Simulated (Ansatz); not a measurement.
Mulliken charges of AlB$_{2}$H$_{5}$O (`B[O][AlH][BH2]`) from ωB97M-V/def2-TZVPP in Ansatz (PBE0-D4/def2-TZVP geometry).

```json
{"atom": "B1", "x (Å)": "-0.500", "y (Å)": "1.741", "z (Å)": "-1.309", "charge (e)": "0.059"}
{"atom": "O2", "x (Å)": "0.119", "y (Å)": "0.722", "z (Å)": "-0.717", "charge (e)": "-0.291"}
{"atom": "Al3", "x (Å)": "0.894", "y (Å)": "-0.576", "z (Å)": "0.045", "charge (e)": "0.345"}
{"atom": "B4", "x (Å)": "-0.192", "y (Å)": "-1.603", "z (Å)": "1.548", "charge (e)": "-0.224"}
{"atom": "H5", "x (Å)": "-1.161", "y (Å)": "1.545", "z (Å)": "-2.297", "charge (e)": "0.019"}
{"atom": "H6", "x (Å)": "-0.397", "y (Å)": "2.850", "z (Å)": "-0.848", "charge (e)": "0.019"}
{"atom": "H7", "x (Å)": "2.367", "y (Å)": "-0.888", "z (Å)": "-0.454", "charge (e)": "-0.105"}
{"atom": "H8", "x (Å)": "-0.893", "y (Å)": "-2.546", "z (Å)": "1.309", "charge (e)": "0.089"}
{"atom": "H9", "x (Å)": "-0.147", "y (Å)": "-1.291", "z (Å)": "2.705", "charge (e)": "0.089"}
```

By hand: the dipole of these point charges (1 e Å = 4.8032 D).

Σ q r = (-0.083, -0.112, 0.145) e Å, of length 0.201 e Å = 0.97 D.

How does the dipole of the full density compare? (Estimate.)

Computed: (0.057, -0.233, 0.181) e Å, 1.44 D; the point charges give 0.67 times that, at 38° from its direction.

Point charges leave out the atoms' own dipoles, such as those of lone pairs, and Mulliken's split depends on the basis, so the two needn't agree.
